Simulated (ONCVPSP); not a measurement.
# Which change was made? (Sb, ONCV)

antimony (Sb), optimised norm-conserving Vanderbilt (ONCV), made with ONCVPSP 4.0.1 (LDA (Perdew-Wang 92), scalar-relativistic). Core [Ar] 3d10, reference 4s2 4p6 4d10 5s2 (charge +3). Waves: 4s+5s: rc 1.00 bohr, ncon 4, nbas 9, qcut 9.2 1/bohr, 2 projectors; 4p: rc 1.05 bohr, ncon 3, nbas 6, qcut 13.5 1/bohr, 1 projector; 4d: rc 1.25 bohr, ncon 3, nbas 8, qcut 11.8 1/bohr, 3 projectors, debl 2.2 Ha. Local part: polynomial inside 0.80 bohr (lpopt 3, dvloc0 0 Ha). Core correction: polynomial model core, fcfact 0.2.

In the d channel the program set the typed energies aside and used -2.313, 0.250, 2.450 Ha.

Cutoffs, loose and tight: the cutoffs (Ha) at which the residual kinetic energy of the hardest occupied pseudo-wave falls to 1 and 0.1 mHa per electron. They do not see the model core or the augmentation charge, which bear on the density cutoff. Test errors are all-electron minus pseudo excitation energies from the reference, over the configurations 4s2 4p6 4d10 5s2 5p3; 4s2 4p6 4d10 5s2 5p2; 4s2 4p6 4d10 5s2 5p1; 4s2 4p5 4d10 5s2 5p3; variants that change the core or the reference have their own tests.

The base gives: outcome: generated, projector energies reset by the program; cutoff, loose: 64 Ha; cutoff, tight: 221 Ha; bound ghosts: none; GHOST(+) flags above zero: s; largest test error (meV): +748.

After one change the result is: outcome: generated, projector energies reset by the program; cutoff, loose: 113 Ha; cutoff, tight: 283 Ha; bound ghosts: none; GHOST(+) flags above zero: s; largest test error (meV): +748. Which change was it?
A. local potential polynomial inside 0.75 bohr (lpopt 5, dvloc0 0 Ha)
B. s: rc 0.9
C. s: nproj 4
D. s: qcut 13.7; p: qcut 20.1; d: qcut 17.5

B. The others give: local potential polynomial inside 0.75 bohr (lpopt 5, dvloc0 0 Ha) → outcome: generated, projector energies reset by the program; cutoff, loose: 64 Ha; cutoff, tight: 221 Ha; bound ghosts: none; GHOST(+) flags above zero: s; largest test error (meV): +1056 | s: nproj 4 → outcome: generated, projector energies reset by the program; cutoff, loose: 64 Ha; cutoff, tight: 221 Ha; bound ghosts: s; GHOST(+) flags above zero: s; largest test error (meV): +748 | s: qcut 13.7; p: qcut 20.1; d: qcut 17.5 → outcome: failed: ERROR pspot: first pseudo wave function has node, program will stop.
